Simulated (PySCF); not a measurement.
Zero-point energy (kcal/mol) of eight silicon and germanium compounds: PBE-D3(BJ) beside B3LYP-D3(BJ), computed with PySCF for isolated molecules in the bases named; differences from unrounded values. The eight are the first of their class met in an unordered collection, after screening for sound electronic states; none was chosen by its value. Each level has its own optimised geometry.

| molecule | basis | B3LYP-D3(BJ) | PBE-D3(BJ) | difference |
|---|---|---|---|---|
| C2H4F2Si2, SMILES [SiH2](F)[Si@H](C#C)F | def2-SVP | 32.33 | 31.23 | -1.10 |
| (1-methylcyclobutyl)silane (C₅H₁₂Si), SMILES C1CCC1(C)[SiH3] | def2-SVP | 95.85 | [?] | [?] |
| GeH6Si2, SMILES [SiH3][Ge][SiH3] (connectivity only; charge and spin as stated), neutral, multiplicity 1 | def2-SVP | 30.27 | 29.19 | -1.09 |
| C₃H₅ClOSi, SMILES Cl[Si@@H]1CC=CO1 | def2-SVP | 47.27 | 45.89 | -1.38 |
| Ge(F)(Cl)(OH)2 (ClFGeH₂O₂), SMILES [OH][Ge]([Cl])([F])[OH] | def2-SVP | 19.37 | [?] | [?] |
| C3H8OSi, SMILES C[SiH2]CC=O | def2-SVP | 62.38 | [?] | [?] |
| BGe2H7, SMILES [GeH3][BH][GeH3] | def2-SVP | 35.91 | 34.87 | -1.04 |
| Si(F)(OH)2(SMe) (CH₅FO₂SSi), SMILES CS[Si](F)(O)O | def2-SVP | 44.46 | 43.29 | -1.17 |

Q: Complete the blanks. (An estimate is asked for; the answer gives what the named calculation found.)

A: 
- (1-methylcyclobutyl)silane (C₅H₁₂Si), SMILES C1CCC1(C)[SiH3], PBE-D3(BJ): 93.24
- (1-methylcyclobutyl)silane (C₅H₁₂Si), SMILES C1CCC1(C)[SiH3], difference: -2.61
- Ge(F)(Cl)(OH)2 (ClFGeH₂O₂), SMILES [OH][Ge]([Cl])([F])[OH], PBE-D3(BJ): 18.83
- Ge(F)(Cl)(OH)2 (ClFGeH₂O₂), SMILES [OH][Ge]([Cl])([F])[OH], difference: -0.55
- C3H8OSi, SMILES C[SiH2]CC=O, PBE-D3(BJ): 60.61
- C3H8OSi, SMILES C[SiH2]CC=O, difference: -1.77

PBE-D3(BJ) lies below B3LYP-D3(BJ) in 8 and above it in 0 of the eight; the mean signed difference is -1.34 and the largest -2.61 kcal/mol.
